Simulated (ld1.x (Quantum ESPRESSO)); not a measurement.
## palladium: one change to a TM semilocal potential, before and after

ld1.x (Quantum ESPRESSO) 7.5 input, shortened:

```
&input
   title='Pd', zed=46., rel=1, dft='PBE', iswitch=3,
   config='[Kr] 4d8.5 5s0 5p0'
 /
 &inputp
   pseudotype=1, tm=.true., lloc=2,
   nlcc=.true., new_core_ps=.true., rcore=1.25
 /
3
5S  1  0   0.00   0.00  2.10  2.10  0.0
4P  2  1   6.00   0.00  1.25  1.25  0.0
4D  3  2   8.50   0.00  1.20  1.20  0.0
 &test
   configts(1)='4p6 4d8.5 5s0 5p0'
 /
```

All-electron outer shells of the reference configuration (PBE, scalar-relativistic, ld1.x):

```tsv
shell	level (eV)	outermost node (bohr)	outermost maximum (bohr)
4s	-103.33	0.45	0.85
4p	-69.04	0.46	0.91
4d	-20.74	0.45	1.09
5s	-15.49	1.14	2.36
5p	-9.98	1.28	2.92
```

Change: all radii but the core radius scaled by about 1.05 (s 2.22, p 1.32, d 1.26 bohr).

Cutoffs: the cutoffs (Ry, on a coarse ladder) from which the occupation-weighted sum of valence levels, in a spherical-Bessel basis at the reference potential, stays within 10 and 1 mRy of its value at 400 Ry; they do not see the model core or the augmentation charge, which bear on the density cutoff. Errors are all-electron minus pseudo energies relative to the spin-unpolarised reference configuration.

Question: What does the change do?

Answer: The potential gets softer (90 Ry and 160 Ry → 80 Ry and 140 Ry); of the 7 tests that both files solve, the error grows in 1 and shrinks in 0 by more than 15 % and 0.3 meV (median size 4.1 → 4.1 meV); neither file shows a bound ghost. A larger radius leaves more room for a smooth pseudo-wave, so fewer plane waves are needed. A semilocal file is local in each channel, so a ghost entry of none says nothing of the separable form that plane-wave codes build from it.

```tsv
quantity	base	changed
cutoff, loose	90 Ry	80 Ry
cutoff, tight	160 Ry	140 Ry
loose cutoff by channel (10 mRy a level)	p 60 Ry, d 55 Ry	p 55 Ry, d 55 Ry
bound ghosts	none	none
error for 4p6 4d10 5s0 5p0, meV [ΔE -17.93 eV]	-4.1	-4.1
error for 4p6 4d9 5s0 5p0, meV [ΔE -8.82 eV]	-0.6	-0.6
error for 4p6 4d8 5s0 5p0, meV [ΔE 12.00 eV]	-2.2	-2.3
error for 4p6 4d9 5s0 5p1, meV [ΔE -12.70 eV]	+23	+31
error for 4p6 4d6 5s0 5p0, meV [ΔE 95.70 eV]	-81	-80
error for 4p6 4d8 5s1 5p0, meV [ΔE -4.29 eV]	-25	-27
error for 4p6 4d9.5 5s0 5p0, meV [ΔE -14.70 eV]	-2.4	-2.3
```
